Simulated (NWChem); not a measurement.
Molecule: CH$_{3}$ClN$_{2}$Sr

```xyz
8

Sr     0.1742    -0.1557     0.0000
Cl    -0.1798    -2.7747     0.0000
C     -0.2096     2.6536     0.0000
N     -0.1065     2.0116    -1.1541
N     -0.1065     2.0116     1.1541
H     -0.3879     3.7494     0.0000
H     -0.2140     2.6269    -1.9525
H     -0.2140     2.6269     1.9525
```
Atoms are numbered in this order, from 1.

Results from NWChem. Coordinates come from a PBE0/def2-SVP optimisation. No frequency run checked for a minimum. def2 effective core potentials on Sr; no spin-orbit coupling. B3LYP is NWChem's, with the RPA form of VWN correlation. Ions are spin-unrestricted doublets at the neutral geometry; other ion states weren't tried.

### Question
What does the run give for B3LYP/def2-SVP? Quantities: −ε(HOMO) (eV).

### Answer
```
Item           Result
-------------  ------
−ε(HOMO) (eV)    6.18
```
